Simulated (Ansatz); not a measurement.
`C[N](C)[Zr]([I])([N](C)C)[N](C)C` + H₂O → `C[N](C)[Zr]([OH])([N](C)C)[N](C)C` + HI  (formal hydrolysis of a Zr–I bond)

Isolated molecules relaxed with PBE0-D4/def2-TZVP in Ansatz; ΔE leaves out vibrations. CBS: MP2 limit from def2 TZ/QZ plus the TZ coupled-cluster correction, frozen cores. This one scheme is used for every species. def2 core potentials past Kr. For I, Zr outer-core shells are correlated without core-valence functions, which leaves a few kJ/mol of doubt a bond. One conformer a species, not always the lowest.

`C[N](C)[Zr]([I])([N](C)C)[N](C)C`:

```xyz
29

C     2.846   -0.693   -0.076
N     1.846    0.329   -0.287
C     2.392    1.657   -0.333
Zr   -0.003   -0.434   -0.558
I    -0.015   -2.150   -2.769
N    -0.546   -1.442    1.103
C    -1.859   -2.036    0.993
C     0.118   -1.759    2.338
N    -1.300    1.084   -0.855
C    -2.501    1.512   -0.192
C    -0.992    1.857   -2.036
H     3.363   -0.568    0.886
H     2.392   -1.694   -0.073
H     3.603   -0.695   -0.872
H     2.900    1.916    0.607
H     3.130    1.764   -1.142
H     1.601    2.392   -0.496
H    -1.819   -3.132    1.053
H    -2.322   -1.792    0.026
H    -2.538   -1.677    1.778
H     1.105   -1.293    2.372
H    -0.453   -1.398    3.206
H     0.248   -2.844    2.462
H    -2.694    0.895    0.688
H    -2.425    2.557    0.141
H    -3.376    1.444   -0.855
H    -0.819    2.917   -1.798
H    -1.797    1.803   -2.782
H    -0.084    1.482   -2.528
```

H₂O:

Cartesian coordinates in Å:
```
O 0.341 0.039 -0.184
H 0.195 -0.240 0.722
H -0.536 0.201 -0.539
```

`C[N](C)[Zr]([OH])([N](C)C)[N](C)C`:

Cartesian coordinates in Å:
```
C -1.983 -1.129 -2.013
N -0.660 -1.047 -1.445
C 0.183 -2.139 -1.850
Zr -0.235 0.612 -0.330
O -0.848 2.251 -1.201
N -1.098 0.307 1.498
C -1.812 -0.819 2.036
C -1.066 1.428 2.404
N 1.787 0.627 -0.024
C 2.618 1.106 -1.101
C 2.545 0.305 1.155
H -2.511 -2.039 -1.691
H -2.599 -0.274 -1.706
H -1.963 -1.134 -3.114
H 1.179 -2.035 -1.414
H -0.226 -3.109 -1.526
H 0.295 -2.188 -2.944
H -1.240 3.066 -1.494
H -1.347 -1.189 2.963
H -1.824 -1.641 1.318
H -2.855 -0.565 2.280
H -0.527 2.277 1.964
H -0.554 1.179 3.347
H -2.075 1.785 2.662
H 2.014 1.369 -1.978
H 3.347 0.348 -1.424
H 3.185 2.007 -0.818
H 3.110 1.173 1.531
H 3.278 -0.494 0.961
H 1.884 -0.037 1.954
```

HI:

```xyz
2

I    -0.527   -0.091    0.601
H     0.527    0.091   -0.601
```

| species | CCSD(T)/CBS(def2) energy (Eh) |
| --- | --- |
| `C[N](C)[Zr]([I])([N](C)C)[N](C)C` | -747.84550 |
| H₂O | -76.37941 |
| `C[N](C)[Zr]([OH])([N](C)C)[N](C)C` | -526.15926 |
| HI | -298.03592 |

**Question.** Work out ΔE.

**Answer.** ΔE = (-526.15926) + (-298.03592) − (-747.84550) − (-76.37941) = 0.02973 Eh = +78.1 kJ/mol.

Largest T1 diagnostic among the species: 0.015.

From BLYP to BHLYP (50 % exact exchange), in def2-TZVPP and without D4, ΔE moves by +15.3 kJ/mol. At CCSD(T), def2-SVP lies −26.4 kJ/mol from the extrapolated value and def2-TZVPP −3.6 kJ/mol.
